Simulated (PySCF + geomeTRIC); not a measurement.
Species: [Cd(Cl)(F)] (charge 0, multiplicity 1).

Task: Give a relaxed geometry from PySCF + geomeTRIC with TPSS-D3(BJ)/def2-SVP.

Result: the end point of this relaxation.
Cartesian coordinates (Å) in one orientation:
```xyz
3

Cd    -0.008    -0.005    -0.024
Cl    -0.954    -0.247    -2.087
F      0.797     0.198     1.725
```
